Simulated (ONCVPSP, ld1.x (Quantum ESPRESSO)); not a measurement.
**Potentials for gallium (Ga) compared**

Generated with ld1.x 7.5 (TM, RRKJ, ultrasoft, PAW), atompaw 4.2 or ONCVPSP 4.0.1. The cutoff is in Ry: for ld1.x and atompaw files where the sum of valence levels is converged to 10 mRy in a Bessel basis, for ONCV files where the hardest occupied wave has 1 mHa per electron of residual kinetic energy. The error is the largest all-electron minus pseudo excitation energy over each file’s own four to seven test configurations (ionisations up to +4, promotions, holes and added fractions of an electron), all of which were solved. The labels leave out finer settings (local radius, basis sizes, second energies), which also bear on the numbers. Spin-polarised tests are not counted. The rows are a selection from randomly drawn settings: files with unsolved tests, undetermined cutoffs or missed reference levels are left out.

A true bound ghost makes a file unfit for plane-wave use even where its test errors are small: the radial tests pick states by their node count and pass the ghost by.

| potential | cutoff (Ry) | largest error (meV) | bound ghosts |
| --- | --- | --- | --- |
| RRKJ, PBEsol, scalar-relativistic, rc 1.70/2.75 (sp), local s, core correction no, reference 4s2 4p1 | 15 | +55 | none |
| ONCV, PBEsol, scalar-relativistic, rc 1.80/1.90/1.05 (spd), local smoothed, core correction no, reference 3d10 4s2, qcut 3.8/4.9/12.6, projectors 2/2/2 | 151 | -239 | s |
| ONCV, PBE, scalar-relativistic, rc 1.05/0.65/1.25 (spd), local smoothed, core correction yes, reference 3s2 3p6 3d10 4s2, qcut 14.1/12.8/10.6, projectors 2/2/2 | 194 | +76 | none |
| ONCV, PBEsol, scalar-relativistic, rc 1.75/2.60/1.20 (spd), local smoothed, core correction no, reference 3d10 4s2 4p0.75, qcut 4.5/3.3/12.3, projectors 2/2/2 | 126 | -141 | s |
| ONCV, PBE, scalar-relativistic, rc 2.10/2.65/2.90 (spd), local smoothed, core correction yes, reference 4s2 4p1, qcut 3.5/3/2.8, projectors 2/2/2 | 13 | -14 | none |

Task: Fill in the row for Ga: ultrasoft, PBE, scalar-relativistic, rc 1.70/1.70/1.65 (spd), local smoothed, core correction no, reference 4s2 4p0.5.

Result: cutoff 10 Ry, largest error +153 meV, bound ghosts: d.
